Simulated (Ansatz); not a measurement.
(KOH)2 ring (K₂O₂H₂): single points at one geometry.

```yaml
crystal:
  periodic: [false, false, false]
  atoms:
    - {symbol: K, position_ang: [1.236092, 1.164196, 0.351207]}
    - {symbol: O, position_ang: [0.009434, -0.512285, 1.659083]}
    - {symbol: K, position_ang: [-1.231670, -1.167443, -0.352303]}
    - {symbol: O, position_ang: [-0.006958, 0.510653, -1.659580]}
    - {symbol: H, position_ang: [0.015011, -0.784734, 2.575575]}
    - {symbol: H, position_ang: [-0.021899, 0.789623, -2.573983]}
basis:
  gaussian: {orbitals: def2-TZVP, initial_orbitals: start.molden}
correlation: {method: mp2}
scf: {omitted_lower_state_checks: [starts]}
output: {orbitals: {seedname: orbitals}}
```

The file start.molden holds the orbitals of an earlier run on this structure, at another level or in another basis.

```sh
$ ansatz run in.yaml --threads 4 --pin off --events-out ev --progress --plain --max-ram 3916MiB
```

It prints (some lines left out):

```
Functional definition: HF
1152 factors; integrals over basis functions are off by at most 1.2e-3 eV
mean field evaluation 1: about -36717.1094 eV, gradient 2.4e1 eV
mean field evaluation 2: about -36717.5744 eV, gradient 7.1e-1 eV
mean field evaluation 4: about -36717.6585 eV, gradient 1.1e-2 eV
mean field evaluation 8: about -36717.6586 eV, gradient 1.3e-6 eV
mean field -36717.65856079 eV, -1349.3490639863 hartree, gradient 1.7e-6 eV, S^2 0.000000; 0 other end points of the search recorded, 0 dependent functions left out
12 core orbitals not correlated: weight in the atoms' cores, before any rotation towards them, 1.000 or more for the frozen orbitals, at most 0.000 for the correlated occupied ones
reference -36717.65856079 eV, -1349.3490639863 hartree; 16, 16 occupied and 112, 112 virtual orbitals, 1152 factors
second order -23.14327659 eV of doubles, -0.00000000 eV of singles
Total energy: -36740.80183738 eV, -1350.1995637138 hartree
Checks for a lower state left out: starts
```

It took 1 s on 4 threads of Arm Neoverse V1 on a shared host.

The first input with `hamiltonian: {xc: hse06, dispersion: d4}` and without the key `correlation` (abridged; 1.7 s):

```
Functional definition: HSE06
mean field -36766.41221664 eV, -1351.1407277922 hartree, gradient 6.0e-5 eV, S^2 0.000000
Total energy: -36766.48233784 eV, -1351.1433046989 hartree
Checks for a lower state left out: starts
```

First input, but with `gaussian: {orbitals: def2-SVP, initial_orbitals: start.molden}`, `hamiltonian: {xc: pbe0, dispersion: d4}` and without the key `correlation` (abridged; 1.1 s):

```
Functional definition: PBE0
mean field -36757.50772945 eV, -1350.8134939236 hartree, gradient 3.0e-5 eV, S^2 0.000000
Total energy: -36757.58096651 eV, -1350.8161853359 hartree
Checks for a lower state left out: starts
```

First input, but with `hamiltonian: {xc: {name: B2PLYP}}` and without the key `correlation`, `output` (abridged; 2.8 s):

```
Functional definition: B2PLYP
mean field -36762.65483425 eV, -1351.0026465364 hartree, gradient 2.2e-6 eV, S^2 0.000000
12 core orbitals not correlated: weight in the atoms' cores, before any rotation towards them, 1.000 or more for the frozen orbitals, at most 0.000 for the correlated occupied ones
second order -27.74893273 eV of doubles, -0.00000000 eV of singles
Total energy: -36770.14722821 eV, -1351.2779869358 hartree
Checks for a lower state left out: starts
```

First input, but with `hamiltonian: {xc: hf}` and without the key `correlation` (abridged; 0.65 s):

```
Functional definition: HF
mean field -36717.65799564 eV, -1349.3490432172 hartree, gradient 1.2e-5 eV, S^2 0.000000
Total energy: -36717.65799564 eV, -1349.3490432172 hartree
Checks for a lower state left out: starts
```

First input, but with `hamiltonian: {xc: pbe, dispersion: d4}` and without the key `correlation` (abridged; 1.3 s):

```
Functional definition: PBE
mean field -36764.64497827 eV, -1351.0757829800 hartree, gradient 8.6e-6 eV, S^2 0.000000
Total energy: -36764.73088809 eV, -1351.0789401077 hartree
Checks for a lower state left out: starts
```

As the first input, with `hamiltonian: {xc: {name: B97M-V}}` and without the key `correlation` (abridged; 6 s):

```
Functional definition: B97M-V
mean field -36771.13484309 eV, -1351.3142811132 hartree, gradient 1.4e-5 eV, S^2 0.000000
Total energy: -36771.13493763 eV, -1351.3142845876 hartree
Checks for a lower state left out: starts
```

Geometry: PBE0-D4/def2-TZVP.

HSE06 is defined as in plane-wave codes, on full-range PBE exchange. Correlated methods freeze 12 core orbitals; core or outer-core shells of K are correlated, in sets that lack core-valence functions.
